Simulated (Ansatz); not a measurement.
`S=CBS` → B• + C• + 3 H• + 2 S•  (atomization)

Gas-phase electronic energies from Ansatz, PBE0-D4/def2-TZVP geometries. CCSD(T)/CBS is frozen-core, at the limit of the def2 triple- and quadruple-zeta sets. DFT in def2-TZVPP. B3LYP here is the variant with VWN-RPA as its local correlation; programs differ in this. Open shells (•) are unrestricted, without spin–orbit coupling. Spin–orbit coupling would lower the free atoms: a little for B, C, S. Each species was taken in one conformer, which may not be the lowest.

**Question.** What is ΔE at CCSD(T)/CBS? (Estimate.)

**Answer.** Computed: +25.58 eV.

**Question.** What do these levels give: r2SCAN-D4, PBE0-D4, B3LYP-D4, ωB97X-V, ωB97M-V, PBE0, HF/def2-TZVPP, SCS-MP2/def2-TZVPP, HF/def2-QZVPP, MP2/def2-QZVPP, CCSD/def2-QZVPP, CCSD(T)/def2-QZVPP? (Estimate.)

**Answer.** The calculation gave: r2SCAN-D4 25.98, PBE0-D4 25.95, B3LYP-D4 25.70, ωB97X-V 25.74, ωB97M-V 25.89, PBE0 25.80, HF/def2-TZVPP 18.29, SCS-MP2/def2-TZVPP 25.19, HF/def2-QZVPP 18.30, MP2/def2-QZVPP 25.87, CCSD/def2-QZVPP 24.65, CCSD(T)/def2-QZVPP 25.28 eV.

Largest T1 diagnostic among the species: 0.017.

The D4 term adds +0.29 eV with B3LYP and +0.15 eV with PBE0; it sums over pairs of atoms, weighted by their polarisabilities, and B3LYP, whose exchange is more repulsive, gets the larger term. In def2-TZVPP, CCSD(T) changes the Hartree–Fock value by +6.59 eV (the triples alone add +0.59 eV) and MP2 by +7.18 eV; breaking electron pairs costs correlation energy, which Hartree–Fock lacks. From PBE to PBE0 (25 % exact exchange), in def2-TZVPP and without D4, ΔE moves by −0.60 eV: exact exchange takes away binding that semilocal exchange gives to molecules.
